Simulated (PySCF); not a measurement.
B3LYP has the VWN-RPA correlation part, as in Gaussian. Excitations are Tamm–Dancoff values on a coarser integration grid. The basis has no diffuse functions, so Rydberg states are missing or too high.

Cartesian coordinates (Å):
```xyz
7

S      2.1105    -0.0002     0.2453
Sn    -0.2591     0.3585     0.6170
S     -1.5970    -1.5304    -0.1047
H      2.0404     0.2997    -1.0629
H     -0.7444     1.7478    -0.2513
H     -0.4639     0.4569     2.3051
H     -1.5017    -1.2175    -1.4082
```
Charge 0, multiplicity 1.

**Question.** Predict the HOMO, T1 excitation (TDA), HOMO–LUMO gap, LUMO, S1–T1 gap (TDA), dipole moment, S1 excitation (TDA) and total energy from B3LYP-D3(BJ)/def2-TZVP run with PySCF.

**Answer.** 
```
Item                        Result
-------------------  -------------
HOMO                      -7.07 eV
T1 excitation (TDA)        4.18 eV
HOMO–LUMO gap              5.65 eV
LUMO                      -1.42 eV
S1–T1 gap (TDA)            0.53 eV
dipole moment               1.74 D
S1 excitation (TDA)        4.72 eV
total energy         -1013.2784 Ha
```
